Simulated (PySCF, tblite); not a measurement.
Isomers of C6H10FN. Computed values, GFN2-xTB/tblite, gas phase, harmonic and unscaled. Errors from tens to a few hundred cm⁻¹ against measured bands are possible. One conformer each.

Electronic energies: PBE0/pcSseg-1 single points on the GFN2-xTB geometries (PySCF, gas phase).

```json
{"SMILES": "C=CCN(C)/C=C/F", "electronic energy, lowest = 0 (kJ/mol)": "191.4"}
{"SMILES": "[H]/N=C\\CC(=C)[C@H](C)F", "electronic energy, lowest = 0 (kJ/mol)": "125.4"}
{"SMILES": "CC[C@@H](F)[C@H](C)C#N", "electronic energy, lowest = 0 (kJ/mol)": "29.6"}
{"SMILES": "C=C/N=C(\\C)CCF", "electronic energy, lowest = 0 (kJ/mol)": "120.1"}
{"SMILES": "F[C@@H]1CC[C@H]1N1CC1", "electronic energy, lowest = 0 (kJ/mol)": "188.5"}
{"SMILES": "N=C1CCC(F)CC1", "electronic energy, lowest = 0 (kJ/mol)": "0.0"}
```

How do GFN2-xTB zero-point energies change the relative energies?

| SMILES | ZPE (kJ/mol) | of it from modes above 1550 cm⁻¹ | electronic (kJ/mol) | with ZPE, lowest = 0 (kJ/mol) | lowest mode (cm⁻¹) | rings |
| --- | --- | --- | --- | --- | --- | --- |
| N=C1CCC(F)CC1 | 400.2 | 190.7 | 0.0 | 0.0 | 86 | 1 |
| CC[C@@H](F)[C@H](C)C#N | 390.9 | 194.3 | 29.6 | 20.3 | 61 | 0 |
| C=C/N=C(\C)CCF | 386.0 | 201.6 | 120.1 | 105.9 | 36 | 0 |
| [H]/N=C\CC(=C)[C@H](C)F | 387.0 | 203.3 | 125.4 | 112.2 | 27 | 0 |
| F[C@@H]1CC[C@H]1N1CC1 | 395.6 | 180.1 | 188.5 | 183.9 | 49 | 2 |
| C=CCN(C)/C=C/F | 385.4 | 202.0 | 191.4 | 176.5 | 47 | 0 |

The zero-point energies span 14.8 kJ/mol, from `C=CCN(C)/C=C/F` to `N=C1CCC(F)CC1`. The lowest isomer stays, but the order above it changes.

And how do the electronic energies of GFN2-xTB itself compare?

`N=C1CCC(F)CC1` 0.0; `CC[C@@H](F)[C@H](C)C#N` 69.8; `C=C/N=C(\C)CCF` 101.3; `[H]/N=C\CC(=C)[C@H](C)F` 144.8; `F[C@@H]1CC[C@H]1N1CC1` 82.9; `C=CCN(C)/C=C/F` 145.3 kJ/mol, lowest = 0. Against the energies above, taken from the same isomer `N=C1CCC(F)CC1`, the largest difference is 105.6 kJ/mol.

What do entropy and thermal enthalpy add at 298.15 K and 1 bar (rigid rotor, harmonic oscillator, one conformer each)?

```
                 SMILES  point group  symmetry number  S (J/(mol K))  H − H(0) (kJ/mol)  ZPE + H − H(0) − TS (kJ/mol)
          N=C1CCC(F)CC1           C1                1          353.9              21.93                         316.7
 CC[C@@H](F)[C@H](C)C#N           C1                1          397.8              27.45                         299.8
         C=C/N=C(\C)CCF           C1                1          402.6              27.50                         293.5
[H]/N=C\CC(=C)[C@H](C)F           C1                1          404.6              27.23                         293.6
  F[C@@H]1CC[C@H]1N1CC1           C1                1          366.6              22.69                         309.0
         C=CCN(C)/C=C/F           C1                1          403.2              27.65                         292.8
```
